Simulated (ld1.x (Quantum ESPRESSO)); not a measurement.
# PBEsol TM dataset for Hf, scalar-relativistic all-electron reference.

hafnium, norm-conserving Troullier–Martins (Kleinman–Bylander form), made with ld1.x (Quantum ESPRESSO) 7.5 (PBEsol, scalar-relativistic). Core [Kr] 4d10 4f14, reference 5s2 5p6 5d2 6s2 6p0. Waves: 5p (bound): rc 1.90 bohr; 5d (bound): rc 2.50 bohr; 5s (bound): rc 1.70 bohr. Local part: the s channel. Core correction: a·sin(br)/r model core inside 1.15 bohr.

Occupied shells without a wave of their own: 6s. They enter only through the test configuration that unscreens the potential, and ld1.x also counts them in the model core charge.

Question: Does the generator finish with these settings?

Answer: Yes, a potential is produced.

Question: Estimate the cutoffs (Ry, on a coarse ladder) from which the occupation-weighted sum of valence levels, in a spherical-Bessel basis at the reference potential, stays within 10 and 1 mRy of its value at 400 Ry.

Answer: 50 Ry and 70 Ry.

Question: What does a ghost test show?

Answer: No extra level below or beside the all-electron valence levels (p, d, s, f tested).

Question: Which valence shell sets the plane-wave cutoff?

Answer: 5s: its level needs 60 Ry to come within 1 mRy, against 40 Ry for 6s.

Question: Tests: 5s2 5p6 5d2 6s1 6p0; 5s2 5p6 5d2 6s0 6p0; 5s2 5p6 5d1 6s0 6p0; 5s2 5p6 5d2 6s0 6p1; 5s2 5p6 5d3 6s0 6p0; 5s2 5p6 5d0 6s0 6p0; 5s2 5p6 5d2 6s1.5 6p0. Which has the largest error in its energy relative to the reference configuration, and how large is it?

Answer: 5s2 5p6 5d0 6s0 6p0, with -6734 meV (all-electron minus pseudo) on +76.77 eV.

ld1.x takes every shell without a wave as core, so the model core holds the 6s electrons as well and exchange and correlation see them twice. This cancels in the reference configuration, but the file is broken for other ones, and its errors say nothing about a proper core correction.
